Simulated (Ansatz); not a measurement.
Ansatz (a first-principles code) input:

Ansatz 0.2 input:
```yaml
crystal:
  periodic: [false, false, false]
  atoms:
    - {symbol: Ga, position_ang: [-0.00000000, -0.00000000, -0.87130525]}
    - {symbol: Cl, position_ang: [0.00000000, 0.00000000, 1.58885075]}
basis:
  gaussian:
    orbitals: def2-SVPD
total_charge: -1
magnetization: {spin_polarized: true, initial_magnetization: 1}
correlation: {method: ccsd_t, electrons: outside_noble_gas}
output: {forces: true}
```

**Question.** Predict the final energy.

**Answer.** -2382.65350 Eh (CCSD(T)/def2-SVPD). The basis has 65 functions.
